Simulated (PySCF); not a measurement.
**Working out the ionisation energy of As²⁺**

As²⁺ [Ar] 3d10 4s2 4p1 (2P) → As³⁺ [Ar] 3d10 4s2 (1S). Computed with PySCF 2.14 in def2-TZVPPD, with no relativity, point nucleus. Frozen: [Ar] 3d10. Energies in hartree (1 hartree = 27.21139 eV):

```json
{"part": "UHF", "As²⁺ (lower)": "-2233.186931", "As³⁺ (upper)": "-2232.179179"}
{"part": "CCSD correlation", "As²⁺ (lower)": "-0.055097", "As³⁺ (upper)": "-0.042636"}
{"part": "(T)", "As²⁺ (lower)": "-0.000763", "As³⁺ (upper)": "0.000000"}
```

Q: What does Hartree-Fock give?

A: (-2232.179179) − (-2233.186931) = 1.007752 hartree = 27.422 eV.

Q: What do CCSD and CCSD(T) give?

A: The CCSD correlation energies differ by 0.012461 hartree = 0.339 eV and the triples by 0.000763 hartree = 0.021 eV, so CCSD gives 27.761 eV and CCSD(T) 27.782 eV.

A first-order spin-orbit estimate adds 0.208 eV to CCSD(T) (valence), giving 27.990 eV against 28.349 ± 0.012 eV (measured; NIST Atomic Spectra Database, ionization energies).

The calculation is non-relativistic.

What remains against the reference includes basis incompleteness, the frozen core and higher excitations.
